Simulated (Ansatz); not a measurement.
C3H5, doublet, at a GFN2-xTB geometry; Ansatz (a program for electronic structure) with MP2 on PBE0/def2-SVP.

Here is a job for Ansatz.
Ansatz 0.2 input:
```yaml
crystal:
  periodic: [false, false, false]
  atoms:
    - {symbol: C, position_ang: [1.32517045, 0.17996425, -0.00948946]}
    - {symbol: C, position_ang: [0.06095864, 0.44136230, -0.01602886]}
    - {symbol: H, position_ang: [2.25652235, 0.69360547, -0.03009773]}
    - {symbol: H, position_ang: [-0.31124892, 1.47566041, -0.05242127]}
    - {symbol: C, position_ang: [-1.04589578, -0.57280156, 0.02299841]}
    - {symbol: H, position_ang: [-0.64250733, -1.58055333, 0.05836424]}
    - {symbol: H, position_ang: [-1.67008190, -0.40821458, 0.90058097]}
    - {symbol: H, position_ang: [-1.67408412, -0.47164793, -0.86130678]}
basis:
  gaussian:
    orbitals: def2-SVP
hamiltonian:
  xc: pbe0
magnetization: {spin_polarized: true, initial_magnetization: 1}
correlation: {method: mp2}
```

What the program printed (banner, timings and long lists left out):

```
Functional definition: PBE0
698 factors; integrals over basis functions are off by at most 1.6e-3 eV
mean field evaluation 1: about -3178.5252 eV, gradient 2.9e1 eV
mean field evaluation 2: about -3178.7756 eV, gradient 2.9e1 eV
mean field evaluation 4: about -3183.1604 eV, gradient 5.0e0 eV
mean field evaluation 8: about -3183.2994 eV, gradient 3.6e-1 eV
mean field evaluation 16: about -3183.3025 eV, gradient 2.3e-3 eV
mean field -3183.30254275 eV, -116.9842107262 hartree, gradient 5.2e-6 eV, S^2 0.764077; 0 other end points of the search recorded, 0 dependent functions left out
3 core orbitals not correlated
reference -3165.47523566 eV, -116.3290692742 hartree; 9, 8 occupied and 55, 56 virtual orbitals, 698 factors
second order -10.77632236 eV of doubles, -0.24264849 eV of singles
Total energy: -3176.49420651 eV, -116.7340089840 hartree
```
